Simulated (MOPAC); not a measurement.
Input file for MOPAC: PM6 on aminoborane (SMILES BN), a point of a torsion scan.

```
PM6 1SCF PRECISE CHARGE=0 THREADS=1
BH4N

B      0.68707460 1     0.01419100 1    -0.00266665 1
N     -0.68945489 1    -0.03655710 1     0.01207142 1
H      1.29073683 1    -0.98857984 1    -0.05084168 1
H      1.21610875 1     1.05878403 1     0.03351813 1
H     -1.27954873 1     0.77788215 1     0.05241452 1
H     -1.21859469 1    -0.89227919 1    -0.01638385 1
```

Program output:

```
*******************************************************************************
 **                                                                           **
 **                              MOPAC v23.2.5                                **
 **                                                                           **
 *******************************************************************************
 ** MOPAC's Digital Object Identifier: https://doi.org/10.5281/zenodo.6511958 **
 **                                                                           **
 ** Please cite the open-source release paper for use of this MOPAC version:  **
 ** J. E. Moussa and J. J. P. Stewart (2026)                                  **
 ** MOPAC: An open-source semiempirical molecular orbital program             **
 ** J. Open Source Softw., 11(119), 8025, https://doi.org/10.21105/joss.08025 **
 *******************************************************************************

                              PM6 CALCULATION RESULTS

 *******************************************************************************
 *  PM6        - The PM6 Hamiltonian to be used
 *
 *
 *
 *                 CHARGE ON SYSTEM = 0
 *
 *
 *
 *  PRECISE    - TIGHTER CRITERIA TO BE USED
 *  1SCF       - DO 1 SCF AND THEN STOP
 *  THREADS=1  - MULTI-THREADING NOT USED
 *  T=         - A TIME OF 172800.0 SECONDS REQUESTED
 *  DUMP=N     - RESTART FILE WRITTEN EVERY 7200.0 SECONDS REQUESTED
 *******************************************************************************
PM6 1SCF PRECISE CHARGE=0 THREADS=1
 BH4N

   ATOM   CHEMICAL          X               Y               Z
  NUMBER   SYMBOL      (ANGSTROMS)     (ANGSTROMS)     (ANGSTROMS)

     1       B          0.68707460  *   0.01419100  *  -0.00266665  *
     2       N         -0.68945489  *  -0.03655710  *   0.01207142  *
     3       H          1.29073683  *  -0.98857984  *  -0.05084168  *
     4       H          1.21610875  *   1.05878403  *   0.03351813  *
     5       H         -1.27954873  *   0.77788215  *   0.05241452  *
     6       H         -1.21859469  *  -0.89227919  *  -0.01638385  *



          CARTESIAN COORDINATES

    NO.       ATOM           X           Y           Z

     1         B          0.6871      0.0142     -0.0027
     2         N         -0.6895     -0.0366      0.0121
     3         H          1.2907     -0.9886     -0.0508
     4         H          1.2161      1.0588      0.0335
     5         H         -1.2795      0.7779      0.0524
     6         H         -1.2186     -0.8923     -0.0164

 General Reference for PM6:
 "Optimization of Parameters for Semiempirical Methods V: Modification of NDDO Approximations
 and Application to 70 Elements", J. J. P. Stewart, J. Mol. Mod., 13, 1173-1213 (2007)
 URL: https://link.springer.com/article/10.1007/s00894-007-0233-4

           Empirical Formula: H4 N B  =     6 atoms



      MOLECULAR POINT GROUP   :   C2v


      RHF CALCULATION, NO. OF DOUBLY OCCUPIED LEVELS = 6


 -------------------------------------------------------------------------------
 PM6 1SCF PRECISE CHARGE=0 THREADS=1
 BH4N



     1SCF WAS SPECIFIED, SO BFGS WAS NOT USED
     SCF FIELD WAS ACHIEVED


                              PM6 CALCULATION
                                                       MOPAC v23.2.5 Linux




          FINAL HEAT OF FORMATION =        -12.59068 KCAL/MOL =     -52.67940 KJ/MOL


          COSMO AREA              =         70.45 SQUARE ANGSTROMS
          COSMO VOLUME            =         51.76 CUBIC ANGSTROMS

          IONIZATION POTENTIAL    =         10.951373 EV
          HOMO LUMO ENERGIES (EV) =        -10.951  1.296
          NO. OF FILLED LEVELS    =          6
          MOLECULAR WEIGHT        =         28.8483         POINT GROUP:  C2v

          MOLECULAR DIMENSIONS (Angstroms)

            Atom       Atom       Distance
            H     5    H     3     3.12048
            H     6    H     4     2.98801
            B     1    N     2     0.00006


          SCF CALCULATIONS        =          1





   ATOM   CHEMICAL          X               Y               Z
  NUMBER   SYMBOL      (ANGSTROMS)     (ANGSTROMS)     (ANGSTROMS)

     1       B          0.68707460  *   0.01419100  *  -0.00266665  *
     2       N         -0.68945489  *  -0.03655710  *   0.01207142  *
     3       H          1.29073683  *  -0.98857984  *  -0.05084168  *
     4       H          1.21610875  *   1.05878403  *   0.03351813  *
     5       H         -1.27954873  *   0.77788215  *   0.05241452  *
     6       H         -1.21859469  *  -0.89227919  *  -0.01638385  *

                             CARTESIAN COORDINATES

   1    B        0.687074600     0.014191000    -0.002666650
   2    N       -0.689454890    -0.036557100     0.012071420
   3    H        1.290736830    -0.988579840    -0.050841680
   4    H        1.216108750     1.058784030     0.033518130
   5    H       -1.279548730     0.777882150     0.052414520
   6    H       -1.218594690    -0.892279190    -0.016383850


           Empirical Formula: H4 N B  =     6 atoms



      MOLECULAR POINT GROUP   :   C2v


                  EIGENVALUES
 -31.03087 -18.71627 -17.81776 -13.71391 -11.20452 -10.95137   1.29607   2.58442
   4.54146   5.72718   6.00899   7.08777


              NET ATOMIC CHARGES AND DIPOLE CONTRIBUTIONS

  ATOM NO.   TYPE          CHARGE      No. of ELECS.   s-Pop       p-Pop
    1          B          -0.202212        3.2022     1.10021     2.10200
    2          N          -0.388340        5.3883     1.43705     3.95129
    3          H           0.066935        0.9331     0.93307
    4          H           0.066926        0.9331     0.93307
    5          H           0.228355        0.7716     0.77164
    6          H           0.228336        0.7717     0.77166
 DIPOLE           X         Y         Z       TOTAL
 POINT-CHG.    -1.315    -0.048     0.014     1.316
 HYBRID        -0.877    -0.032     0.009     0.878
 SUM           -2.193    -0.081     0.023     2.194


          ATOMIC ORBITAL ELECTRON POPULATIONS

     Atom    s        px        py        pz
    1  B   1.10021   0.73326   0.98068   0.38806
    2  N   1.43705   1.17160   1.16751   1.61218
    3  H   0.93307
    4  H   0.93307
    5  H   0.77164
    6  H   0.77166

 **********************
 *                    *
 * JOB ENDED NORMALLY *
 *                    *
 **********************




 == MOPAC DONE ==
```

The run finished.

Cost: about 0.03 core-seconds (a rough figure).
